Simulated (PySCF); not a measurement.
PySCF input file for silylphosphine cation (H₅PSi), SMILES [SiH3]P (connectivity only; charge and spin as stated), charge +1, multiplicity 2, TDA-PBE/def2-SVPD. Geometry optimised at B3LYP-D3(BJ)/def2-TZVP. The spin state was assumed, not searched.

```python
import numpy as np
from pyscf import gto, scf, dft, tdscf

mol = gto.M(
    atom='''
    Si   -1.17745702   -0.01310555    0.00000000
    P     1.14598382    0.07082313   -0.00000000
    H    -1.50196152    0.68503072    1.25054162
    H    -1.50196152    0.68503071   -1.25054162
    H    -1.40548165   -1.47026074    0.00000001
    H     1.85202281   -0.38933496    1.12408288
    H     1.85202281   -0.38933496   -1.12408288
    ''',
    basis='def2-SVPD',
    charge=1,
    spin=1,
    max_memory=1600,
    verbose=4,
)
mf = dft.UKS(mol, xc='pbe').density_fit(auxbasis='def2-universal-jkfit')
mf.grids.level = 3
mf.conv_tol = 1e-9
mf.max_cycle = 100
mf.kernel()
fine, coarse = mf.grids, dft.Grids(mol).set(level=1).build(with_non0tab=True)
for _ in range(3):  # follow internal instabilities
    mf.grids = coarse
    mo, _, stable, _ = mf.stability(return_status=True, nroots=4)
    mf.grids = fine
    if stable:
        break
    mf.kernel(mf.make_rdm1(mo, mf.mo_occ))
mf.grids = dft.Grids(mol).set(level=1).build(with_non0tab=True)  # coarser grid for the response kernel
td = tdscf.TDA(mf)
td.nstates = 10
td.conv_tol = 1e-4
td.positive_eig_threshold = 1e-6
td.kernel(x0=td.get_init_guess(mf, 15))
td.analyze()
```

Program output:

```
PySCF version 2.14.0

[INPUT] verbose = 4
[INPUT] num. atoms = 7
[INPUT] num. electrons = 33
[INPUT] charge = 1
[INPUT] spin (= nelec alpha-beta = 2S) = 1
[INPUT] symmetry False subgroup None
[INPUT] Mole.unit = angstrom
[INPUT] Symbol           X                Y                Z      unit          X                Y                Z       unit  Magmom
[INPUT]  1 Si    -1.177457020000  -0.013105550000   0.000000000000 AA   -2.225071291247  -0.024765900212   0.000000000000 Bohr   0.0
[INPUT]  2 P      1.145983820000   0.070823130000   0.000000000000 AA    2.165595562983   0.133836318984   0.000000000000 Bohr   0.0
[INPUT]  3 H     -1.501961520000   0.685030720000   1.250541620000 AA   -2.838295922435   1.294520447714   2.363181169170 Bohr   0.0
[INPUT]  4 H     -1.501961520000   0.685030710000  -1.250541620000 AA   -2.838295922435   1.294520428816  -2.363181169170 Bohr   0.0
[INPUT]  5 H     -1.405481650000  -1.470260740000   0.000000010000 AA   -2.655975391602  -2.778390130300   0.000000018897 Bohr   0.0
[INPUT]  6 H      1.852022810000  -0.389334960000   1.124082880000 AA    3.499815887347  -0.735736445118   2.124208784512 Bohr   0.0
[INPUT]  7 H      1.852022810000  -0.389334960000  -1.124082880000 AA    3.499815887347  -0.735736445118  -2.124208784512 Bohr   0.0

nuclear repulsion = 88.4474318753358
number of shells = 40
number of NR pGTOs = 134
number of NR cGTOs = 88
basis = def2-SVPD
ecp = {}


[settings echo left out]
init E= -633.120505530436
  alpha nocc = 17  HOMO = -0.2346267585961  LUMO = -0.0689126051329758
  beta  nocc = 16  HOMO = -0.346664101636773  LUMO = -0.2346267585961

WARN: HOMO -0.2346267585961 >= LUMO -0.2346267585961

cycle= 1 E= -632.97679707495  delta_E= 0.144  |g|= 0.146  |ddm|= 1.82
  alpha nocc = 17  HOMO = -0.504166912717574  LUMO = -0.268682115003132
  beta  nocc = 16  HOMO = -0.528886504283282  LUMO = -0.453039371945151
  HOMO = -0.504166912718  LUMO = -0.453039371945  gap/eV = 1.39125
cycle= 2 E= -632.972197856158  delta_E= 0.0046  |g|= 0.159  |ddm|= 0.649
  alpha nocc = 17  HOMO = -0.468091612735455  LUMO = -0.247666771828274
  beta  nocc = 16  HOMO = -0.530189847222583  LUMO = -0.408253689349582
  HOMO = -0.468091612735  LUMO = -0.40825368935  gap/eV = 1.62827
cycle= 3 E= -632.992988219219  delta_E= -0.0208  |g|= 0.0295  |ddm|= 0.387
  alpha nocc = 17  HOMO = -0.471548758542842  LUMO = -0.244971674044921
  beta  nocc = 16  HOMO = -0.527215289876845  LUMO = -0.409033391328282
  HOMO = -0.471548758543  LUMO = -0.409033391328  gap/eV = 1.70113
cycle= 4 E= -632.993701218761  delta_E= -0.000713  |g|= 0.00791  |ddm|= 0.0676
  alpha nocc = 17  HOMO = -0.471845671122361  LUMO = -0.245770189748463
  beta  nocc = 16  HOMO = -0.527752123085966  LUMO = -0.407311692958007
  HOMO = -0.471845671122  LUMO = -0.407311692958  gap/eV = 1.75606
cycle= 5 E= -632.993751873963  delta_E= -5.07e-05  |g|= 0.00287  |ddm|= 0.0193
  alpha nocc = 17  HOMO = -0.472213874653288  LUMO = -0.245579091103734
  beta  nocc = 16  HOMO = -0.527388584293013  LUMO = -0.407281327005477
  HOMO = -0.472213874653  LUMO = -0.407281327005  gap/eV = 1.76690
cycle= 6 E= -632.993759449139  delta_E= -7.58e-06  |g|= 0.000493  |ddm|= 0.00578
  alpha nocc = 17  HOMO = -0.47226204521517  LUMO = -0.245627476430437
  beta  nocc = 16  HOMO = -0.527492032447394  LUMO = -0.407222069349351
  HOMO = -0.472262045215  LUMO = -0.407222069349  gap/eV = 1.76983
cycle= 7 E= -632.993759714088  delta_E= -2.65e-07  |g|= 8.34e-05  |ddm|= 0.00121
  alpha nocc = 17  HOMO = -0.472271527511301  LUMO = -0.245623377071436
  beta  nocc = 16  HOMO = -0.527464532091855  LUMO = -0.407223755258483
  HOMO = -0.472271527511  LUMO = -0.407223755258  gap/eV = 1.77004
cycle= 8 E= -632.993759723267  delta_E= -9.18e-09  |g|= 3.42e-05  |ddm|= 0.000305
  alpha nocc = 17  HOMO = -0.472267223028592  LUMO = -0.245626566179881
  beta  nocc = 16  HOMO = -0.527474578150815  LUMO = -0.40721981616
  HOMO = -0.472267223029  LUMO = -0.40721981616  gap/eV = 1.77003
cycle= 9 E= -632.993759724336  delta_E= -1.07e-09  |g|= 1.58e-05  |ddm|= 0.000103
  alpha nocc = 17  HOMO = -0.472267756421398  LUMO = -0.245626291515733
  beta  nocc = 16  HOMO = -0.52747134563382  LUMO = -0.40722084892925
  HOMO = -0.472267756421  LUMO = -0.407220848929  gap/eV = 1.77002
cycle= 10 E= -632.993759724583  delta_E= -2.47e-10  |g|= 2.57e-06  |ddm|= 3.48e-05
  alpha nocc = 17  HOMO = -0.472267770468143  LUMO = -0.245626150373498
  beta  nocc = 16  HOMO = -0.527471823153242  LUMO = -0.407220888361628
  HOMO = -0.472267770468  LUMO = -0.407220888362  gap/eV = 1.77002
Extra cycle  E= -632.993759724587  delta_E= -3.41e-12  |g|= 2.05e-06  |ddm|= 8.38e-06
converged SCF energy = -632.993759724587  <S^2> = 0.75386653  2S+1 = 2.0038628
tot grids = 25184
uhf_internal: lowest eigs of H = [0.25050659 0.27910417 0.37391514 0.39178807]
<class 'pyscf.df.df_jk.DFUKS'> wavefunction is stable in the internal stability analysis
tot grids = 25184
Overwritten attributes  positive_eig_threshold  of <class 'pyscf.tdscf.uks.TDA'>


******** <class 'pyscf.tdscf.uks.TDA'> for <class 'pyscf.df.df_jk.DFUKS'> ********
nstates = 10
deg_eia_thresh = 1.000e-03
wfnsym = None
conv_tol = 0.0001
eigh lindep = 1e-12
eigh level_shift = 0
eigh max_cycle = 100


Excitation energies (eV)
[3.26905283 3.37948279 3.80301108 5.34606879 5.90790405 6.22740068
 7.14351294 7.20116756 7.25735057 7.47987343]

** Excitation energies and oscillator strengths **
Excited State   1:      3.26905 eV    379.27 nm  f=0.0002
      16b ->   17b      0.99942
Excited State   2:      3.37948 eV    366.87 nm  f=0.0047
      14b ->   17b     -0.39126
      15b ->   17b      0.91468
Excited State   3:      3.80301 eV    326.02 nm  f=0.0421
      14b ->   17b      0.90821
      15b ->   17b      0.38376
Excited State   4:      5.34607 eV    231.92 nm  f=0.0006
      17a ->   19a     -0.14746
      13b ->   17b      0.98568
Excited State   5:      5.90790 eV    209.86 nm  f=0.0043
      17a ->   18a     -0.98577
Excited State   6:      6.22740 eV    199.09 nm  f=0.0020
      17a ->   19a      0.98606
      13b ->   17b      0.14832
Excited State   7:      7.14351 eV    173.56 nm  f=0.0002
      16a ->   18a      0.84541
      16b ->   18b     -0.50293
Excited State   8:      7.20117 eV    172.17 nm  f=0.0137
      17a ->   20a      0.95964
      12b ->   17b      0.17546
      14b ->   18b      0.11160
Excited State   9:      7.25735 eV    170.84 nm  f=0.0009
      14a ->   18a      0.12310
      15a ->   18a      0.71526
      16a ->   19a     -0.13019
      17a ->   21a     -0.11285
      14b ->   18b     -0.21924
      15b ->   18b      0.60082
      16b ->   19b      0.13794
Excited State  10:      7.47987 eV    165.76 nm  f=0.0023
      14a ->   18a     -0.11952
      16a ->   19a      0.54996
      17a ->   21a     -0.56379
      12b ->   17b      0.12516
      14b ->   18b      0.18524
      15b ->   18b      0.11437
      16b ->   19b     -0.50863

** Transition electric dipole moments (AU) **
state          X           Y           Z        Dip. S.      Osc.
  1         0.0000      0.0000     -0.0501      0.0025      0.0002
  2        -0.2318     -0.0534     -0.0000      0.0566      0.0047
  3        -0.6119     -0.2785      0.0000      0.4520      0.0421
  4        -0.0000     -0.0000     -0.0681      0.0046      0.0006
  5         0.1717      0.0012      0.0000      0.0295      0.0043
  6        -0.0000      0.0000      0.1138      0.0129      0.0020
  7        -0.0000      0.0000      0.0378      0.0014      0.0002
  8         0.2766      0.0308     -0.0000      0.0775      0.0137
  9        -0.0653      0.0297     -0.0000      0.0051      0.0009
 10         0.0815      0.0764      0.0000      0.0125      0.0023

** Transition velocity dipole moments (imaginary part, AU) **
state          X           Y           Z        Dip. S.      Osc.
  1         0.0000      0.0000      0.0079      0.0001      0.0003
  2        -0.0001     -0.0085      0.0000      0.0001      0.0004
  3        -0.0198      0.0282     -0.0000      0.0012      0.0057
  4        -0.0000      0.0000     -0.0004      0.0000      0.0000
  5         0.0311      0.0506      0.0000      0.0035      0.0108
  6        -0.0000      0.0000      0.0135      0.0002      0.0005
  7        -0.0000     -0.0000      0.0090      0.0001      0.0002
  8         0.0456     -0.0163     -0.0000      0.0023      0.0059
  9        -0.0086      0.0022     -0.0000      0.0001      0.0002
 10         0.0097      0.0091      0.0000      0.0002      0.0004

** Transition magnetic dipole moments (imaginary part, AU) **
state          X           Y           Z
  1        -0.1601      0.1318     -0.0000
  2        -0.0000      0.0000      0.6791
  3        -0.0000      0.0000     -0.4007
  4         0.8378     -0.2463      0.0000
  5         0.0000      0.0000     -0.3642
  6        -0.1126      0.0435     -0.0000
  7         0.0005      0.2223      0.0000
  8        -0.0000     -0.0000      0.4813
  9         0.0000     -0.0000     -0.0875
 10         0.0000      0.0000     -0.2075
```

Self-consistency was reached.

Cost: very roughly 60 core-seconds.
